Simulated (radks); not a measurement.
Tl, 81 electrons, occupied as [Hg] 6p1. All-electron calculation, Dirac Kohn-Sham, PBE, spin-unpolarised, spherical densities, point nucleus; open shells are shared between the two j in proportion to 2j + 1. Program: a radial shooting solver on a logarithmic mesh with Libxc functionals.

Unscreened Slater integrals over Kohn-Sham orbitals (hartree). Large and small components are both included.

integral            value
F0(6p3/2,6p3/2)   0.22476
F2(6p3/2,6p3/2)   0.11459
F0(6p3/2,6p1/2)   0.24287
G2(6p3/2,6p1/2)   0.12009
F0(6p3/2,6s1/2)   0.26963
G1(6p3/2,6s1/2)   0.13772
F0(6p3/2,5d5/2)   0.29164
F2(6p3/2,5d5/2)  0.073576
G1(6p3/2,5d5/2)  0.029739
G3(6p3/2,5d5/2)  0.023350
F0(6p1/2,6p1/2)   0.26658
F0(6p1/2,6s1/2)   0.30403
G1(6p1/2,6s1/2)   0.18701
F0(6p1/2,5d5/2)   0.33897
G3(6p1/2,5d5/2)  0.039951
F0(6s1/2,6s1/2)   0.36425
F0(6s1/2,5d5/2)   0.43560
G2(6s1/2,5d5/2)  0.099265
F0(5d5/2,5d5/2)   0.64088
F2(5d5/2,5d5/2)   0.32973
F4(5d5/2,5d5/2)   0.21799
